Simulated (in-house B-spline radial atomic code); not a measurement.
Ionising neutral aluminium with different functionals

Computed with an all-electron radial atomic-structure program (B-spline basis): scalar-relativistic (spin-free X2C) Hamiltonian, Fermi nucleus of rms radius 3.061 fm, spin-polarised at highest spin, spherical fractional occupations for the functionals, the average over the highest-spin determinants for Hartree-Fock. The ionisation energy is the difference of two self-consistent energies, [Ne] 3s2 3p1 → [Ne] 3s2, without Breit or QED terms; ε is the level of the shell that loses the electron (its least bound occupied spin orbital).

Hybrids are left out here: with spherical fractional occupations of an open shell their exact exchange keeps a self-interaction that integer-occupation calculations don't have.

```json
{"method": "Hartree-Fock", "rung": "Hartree-Fock", "ΔSCF (eV)": "5.49", "-ε(3p) (eV)": "5.71"}
{"method": "LDA VWN5", "rung": "LDA", "ΔSCF (eV)": "5.99", "-ε(3p) (eV)": "3.02"}
{"method": "LDA PW92", "rung": "LDA", "ΔSCF (eV)": "5.99", "-ε(3p) (eV)": "3.01"}
{"method": "LDA exchange-only", "rung": "LDA", "ΔSCF (eV)": "5.15", "-ε(3p) (eV)": "2.34"}
{"method": "PBE", "rung": "GGA", "ΔSCF (eV)": "5.95", "-ε(3p) (eV)": "3.01"}
{"method": "PBEsol", "rung": "GGA", "ΔSCF (eV)": "5.93", "-ε(3p) (eV)": "2.98"}
{"method": "BLYP", "rung": "GGA", "ΔSCF (eV)": "5.76", "-ε(3p) (eV)": "2.77"}
{"method": "RPBE", "rung": "GGA", "ΔSCF (eV)": "5.95", "-ε(3p) (eV)": "3.01"}
{"method": "PW91", "rung": "GGA", "ΔSCF (eV)": "5.99", "-ε(3p) (eV)": "3.04"}
{"method": "BP86", "rung": "GGA", "ΔSCF (eV)": "6.04", "-ε(3p) (eV)": "3.08"}
{"method": "AM05", "rung": "GGA", "ΔSCF (eV)": "5.89", "-ε(3p) (eV)": "2.95"}
{"method": "OLYP", "rung": "GGA", "ΔSCF (eV)": "5.79", "-ε(3p) (eV)": "2.81"}
{"method": "TPSS", "rung": "meta-GGA", "ΔSCF (eV)": "5.93", "-ε(3p) (eV)": "3.00"}
{"method": "SCAN", "rung": "meta-GGA", "ΔSCF (eV)": "5.89", "-ε(3p) (eV)": "3.05"}
{"method": "r2SCAN", "rung": "meta-GGA", "ΔSCF (eV)": "5.90", "-ε(3p) (eV)": "3.06"}
{"method": "revTPSS", "rung": "meta-GGA", "ΔSCF (eV)": "5.92", "-ε(3p) (eV)": "2.99"}
```

Task: How do they compare with the NIST value?

Result: NIST lists 5.986 eV (measured, ground level to ground level). Errors run from -0.83 to +0.05 eV; LDA PW92 is closest (+0.00 eV), but part of that can be cancellation, since the calculations leave out spin-orbit coupling, Breit-QED terms, multiplet and fine-structure energies. Hartree-Fock also lacks correlation.
